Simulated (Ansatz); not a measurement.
Basis-set extrapolation for `CCCC(O)CCC` (PBE0-D4/def2-TZVP geometry, frozen core, Ansatz). Multiplicity 1, RHF reference.

```json
{"": "HF", "def2-TZVPP": "-349.386818", "def2-QZVPP": "-349.403243"}
{"": "MP2 correlation", "def2-TZVPP": "-1.475978", "def2-QZVPP": "-1.571942"}
{"": "CCSD(T) correlation", "def2-TZVPP": "-1.615721", "def2-QZVPP": "not run"}
```

Energies in hartree. Use E(X) = E(∞) + A·exp(−7.88·√X) for Hartree–Fock and E(X) = E(∞) + B·X^(−2.97) for correlation, with X = 3 and 4, and add CCSD(T) minus MP2 of the smaller set to the MP2 limit.

What is the CCSD(T) energy at the basis-set limit?

HF limit: -349.403243 + (-0.016425) × 0.13774 = -349.40551. MP2 limit: -1.571942 + (-0.095964) × 0.74074 = -1.64303. Higher-order term: -1.615721 − (-1.475978) = -0.13974. Total: -351.18828 hartree, 487.7 kJ/mol below CCSD(T)/def2-TZVPP.
